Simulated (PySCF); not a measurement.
## Polarisability and C₆ of Sc²⁺ (scandium, charge +2)

[Ar] 3d1, 2D determinant. Calculation: PySCF 2.14, in aug-cc-pwCVTZ-DK; the spin-free X2C one-electron Hamiltonian (Gaussian nucleus). Coupled (time-dependent) response in atomic units; α is the mean over directions.

```tsv
method	mean α (bohr³)	α xx, yy, zz	C₆ (like pair)	S(−4)
UHF	4.449	5.139, 5.139, 3.069	13.39	17.21
PBE	5.206	6.173, 6.173, 3.272	15.20	34.31
```

S(−4) is the Cauchy moment in α(ω) = α(0) + S(−4) ω² + …

α(iu) at PBE:

```
u (hartree)  α(iu) (bohr³)
          0          5.206
     0.0500          5.124
      0.100          4.910
      0.200          4.354
      0.300          3.866
      0.500          3.174
      0.750          2.576
       1.00          2.123
       1.50          1.479
       2.00          1.067
       3.00         0.6161
       5.00         0.2805
```

For an ion, C₆ is the dispersion term alone; charge-induced terms of lower order in 1/R come first.

The components differ because the open shell of this determinant is not spherical; for a pure term their mean is the scalar polarisability.
